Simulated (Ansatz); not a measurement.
Born–Oppenheimer molecular dynamics of ClF₂HOZr (6 atoms, charge 0, multiplicity 1). It starts from a relaxed structure.

The calculation used Ansatz, RKS PBE/def2-SVP.

```
ensemble        : NVT, Nosé–Hoover chain
time step       : 0.5 fs
steps asked     : 250
set temperature : 500 K
thermostat      : time constant 100 fs, chain length 3 (defaults)
seed            : 61992
```

First frame:

```xyz
6
Properties=species:S:1:pos:R:3
Zr -0.068 -0.026 -0.069
O -0.324 -0.111 1.818
H -0.457 -0.156 2.775
Cl 2.247 -0.006 -0.579
F -0.896 1.560 -0.743
F -0.900 -1.542 -0.883
```

Q: How far do the bonds stretch over the last three quarters of this one trajectory? (Pairs bonded in most of those frames.)

A: 
```tsv
bond	mean (Å)	spread (Å)	shortest	longest
Zr1–O2	1.917	0.017	1.89	1.95
Zr1–Cl4	2.382	0.015	2.36	2.41
Zr1–F5	1.904	0.004	1.90	1.91
Zr1–F6	1.914	0.053	1.84	1.99
O2–H3	0.970	0.024	0.93	1.01
```

Mean temperature of the second half: 321 K. The conserved energy stayed within 0.22 meV per atom of its start (net change 0.014 meV per atom), so the integration is sound. The mean temperature of the second half is 36 % below the set value. A run of 0.12 ps of so small a system gives no equilibrium averages.

Time of the run: 7.1 min on 2 threads of Arm Neoverse V2, with other jobs on the host, peak memory 0.13 GiB.
